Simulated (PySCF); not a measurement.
Isomers of C6H6F2, mass 116.044 u with the commonest isotopes. Computed with CAM-B3LYP/def2-SVPD in PySCF (dipole) on a GFN2-xTB geometry, gas phase. One conformer each, none proved a minimum here; rigid rotors.

Task: Order these by rotational constant A, largest first.
A. `[CH2:1]=[CH:2][C@@H:3]1[CH:4]=[C:5]([F:6])[C@H:7]1[F:8]` with C1–C2–C3–C4 -134°
B. `[F:1][CH2:2][C:3]#[C:4]/[CH:5]=[CH:6]\[CH2:7][F:8]` with C5–C6–C7–F8 -151°
C. `C1(F)CC=CCC=1F`
D. `[F:1]/[CH:2]=[C:3]1[CH:4]=[C:5]\1[CH2:6][CH2:7][F:8]` with C4–C5–C6–C7 0°, C5–C6–C7–F8 -68°
E. `[CH2:1]=[CH:2]/[C:3]([F:4])=[CH:5]/[CH:6]=[CH:7]\[F:8]` with C1–C2–C3–F4 0°, C3–C5–C6–C7 180°
F. `[CH2:1]=[CH:2]/[C:3]([F:4])=[CH:5]/[CH:6]=[CH:7]/[F:8]` with C1–C2–C3–F4 0°, C3–C5–C6–C7 180°
G. `FC1C/C(=C(\C)F)C=1`

Result: F (8545 MHz), D (7416 MHz), E (6102 MHz), G (5553 MHz), A (3804 MHz), B (3683 MHz), C (2954 MHz).

Task: Order these by rotational constant B, largest first.
A. `[F:1][CH2:2][C:3]#[C:4]/[CH:5]=[CH:6]\[CH2:7][F:8]` with C5–C6–C7–F8 -151°
B. `[CH2:1]=[CH:2][C@@H:3]1[CH:4]=[C:5]([F:6])[C@H:7]1[F:8]` with C1–C2–C3–C4 -134°
C. `[F:1]/[CH:2]=[C:3]1[CH:4]=[C:5]\1[CH2:6][CH2:7][F:8]` with C4–C5–C6–C7 0°, C5–C6–C7–F8 -68°
D. `[CH2:1]=[CH:2]/[C:3]([F:4])=[CH:5]/[CH:6]=[CH:7]/[F:8]` with C1–C2–C3–F4 0°, C3–C5–C6–C7 180°
E. `[CH2:1]=[CH:2]/[C:3]([F:4])=[CH:5]/[CH:6]=[CH:7]\[F:8]` with C1–C2–C3–F4 0°, C3–C5–C6–C7 180°
F. `C1C=CCC(=C1F)F`
G. `C/C(F)=C1/C=C(F)C1`

Result: F (2119 MHz), B (1336 MHz), G (1096 MHz), E (878.9 MHz), A (818.2 MHz), C (779.5 MHz), D (762.0 MHz).

Task: Order these by rotational constant C, largest first.
A. `[F:1][CH2:2][C:3]#[C:4]/[CH:5]=[CH:6]\[CH2:7][F:8]` with C5–C6–C7–F8 -151°
B. `[F:1]/[CH:2]=[C:3]1[CH:4]=[C:5]\1[CH2:6][CH2:7][F:8]` with C4–C5–C6–C7 0°, C5–C6–C7–F8 -68°
C. `C/C(F)=C1/C=C(F)C1`
D. `[CH2:1]=[CH:2]/[C:3]([F:4])=[CH:5]/[CH:6]=[CH:7]/[F:8]` with C1–C2–C3–F4 0°, C3–C5–C6–C7 180°
E. `[CH2:1]=[CH:2][C@@H:3]1[CH:4]=[C:5]([F:6])[C@H:7]1[F:8]` with C1–C2–C3–C4 -134°
F. `FC1=C(F)CC=CC1`
G. `[CH2:1]=[CH:2]/[C:3]([F:4])=[CH:5]/[CH:6]=[CH:7]\[F:8]` with C1–C2–C3–F4 0°, C3–C5–C6–C7 180°

Result: F (1253 MHz), E (1074 MHz), C (925.8 MHz), G (768.2 MHz), B (737.8 MHz), D (699.6 MHz), A (682.1 MHz).

```csv
SMILES,point group,Ia (u·Å²),Ib (u·Å²),Ic (u·Å²),κ,μa (D),μb (D),μc (D)
FC1=C(F)CC=CC1,C2v,171.07,238.50,403.37,0.02,3.14,0.00,0.00
C/C(F)=C1/C=C(F)C1,Cs,91.01,461.21,545.90,-0.93,0.56,1.80,0.00
C=C/C(F)=C/C=C\F,Cs,82.82,575.02,657.84,-0.96,0.35,0.11,0.00
C=C/C(F)=C/C=C/F,Cs,59.15,663.24,722.39,-0.98,1.26,2.17,0.00
FCC#C/C=C\CF,C1,137.23,617.66,740.87,-0.91,1.24,2.50,0.26
C/C(F)=C1\C=C(F)C1,Cs,90.92,461.49,546.09,-0.93,0.56,1.34,0.00
F/C=C1C=C\1CCF,C1,68.14,648.32,684.99,-0.99,3.42,1.80,1.41
C=C[C@@H]1C=C(F)[C@H]1F,C1,132.85,378.17,470.64,-0.81,2.03,1.41,0.23
```
